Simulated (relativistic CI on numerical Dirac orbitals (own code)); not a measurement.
## Magnetism of V³⁺, 3d2, in a crystal field

Calculated by Dirac-Coulomb-Breit CI, KLI orbitals optimised for each configuration, QED by a radiative potential, valence Slater integrals scaled by 0.9, one configuration in a parametric crystal field (own radial code). With so little scaling, terms lie 10 to 35 % too far apart, which can change the order of excited levels.

Field parameters in Wybourne normalisation: Td as Oh with Dq negative (B⁴₀ = 21Dq, B⁴₄ = √(5/14) B⁴₀). The field is a parameter set, without covalency.

S is read from ⟨S²⟩ = S(S + 1).

Powder χT (cm³ K mol⁻¹) by Van Vleck's formula, with temperature-independent terms:

```csv
Field,2 K,5 K,10 K,20 K,50 K,100 K,200 K,300 K
"Td, 10Dq = -1800 cm⁻¹",0.607,0.61,0.615,0.627,0.66,0.716,0.828,0.94
"Td, 10Dq = -9150 cm⁻¹",0.919,0.92,0.921,0.923,0.93,0.941,0.964,0.987
"Td, 10Dq = -10650 cm⁻¹",0.931,0.931,0.932,0.934,0.94,0.95,0.969,0.989
"Td, 10Dq = -12100 cm⁻¹",0.939,0.94,0.941,0.942,0.947,0.956,0.973,0.991
"Td, 10Dq = -13550 cm⁻¹",0.946,0.946,0.947,0.949,0.953,0.961,0.976,0.992
"Td, 10Dq = -15000 cm⁻¹",0.951,0.952,0.953,0.954,0.958,0.965,0.979,0.993
"Td, 10Dq = -16500 cm⁻¹",0.956,0.956,0.957,0.958,0.962,0.968,0.981,0.994
"Td, 10Dq = -17950 cm⁻¹",0.96,0.96,0.961,0.962,0.965,0.971,0.983,0.994
```

(1) For Td, 10Dq = -1800 cm⁻¹: what effective moment follows at 300 K?

Results:

(1) μ_eff = √(8χT) = 2.74 μB. The ground level has S = 1.00; the spin-only moment for S = 1 is 2.83 μB. The difference comes from the orbital moment, spin-orbit mixing of terms and temperature-independent paramagnetism, all larger in this ionic model than in covalent complexes.
